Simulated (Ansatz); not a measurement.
One change: `F/C=[C](\F)[AlH2]` becomes `F/C=C/C(F)=C\F`.

Ansatz, PBE0-D4/def2-TZVP geometries, multiplicity 1. Each molecule was computed in one conformer, which needn't be the lowest.

| property | `F/C=[C](\F)[AlH2]` |
| --- | --- |
| HOMO–LUMO gap (ωB97M-V/def2-TZVPP) / eV | 9.67 |
| size of the dipole moment (ωB97M-V/def2-TZVPP) / D | 1.97 |
| HOMO energy (B3LYP/def2-TZVPP) / eV | -7.46 |
| LUMO energy (ωB97M-V/def2-TZVPP) / eV | -0.23 |
| LUMO energy (PBE/def2-TZVPP) / eV | -2.65 |
| size of the dipole moment (B3LYP/def2-TZVPP) / D | 1.93 |

Give the same properties after the change, and the shifts. (Estimate.)

The calculation gave: 
```
                                          property  `F/C=C/C(F)=C\F`  shift
           HOMO–LUMO gap (ωB97M-V/def2-TZVPP) / eV              9.97   0.30
size of the dipole moment (ωB97M-V/def2-TZVPP) / D              0.85  -1.12
               HOMO energy (B3LYP/def2-TZVPP) / eV             -6.66   0.80
             LUMO energy (ωB97M-V/def2-TZVPP) / eV              1.02   1.25
                 LUMO energy (PBE/def2-TZVPP) / eV             -1.94   0.71
  size of the dipole moment (B3LYP/def2-TZVPP) / D              0.86  -1.07
```

The zero-point energy changes by 59.4 kJ/mol with +6 modes. Dipoles are sizes alone; their direction can turn.

B3LYP here is the variant with VWN-RPA as its local correlation; programs differ in this.
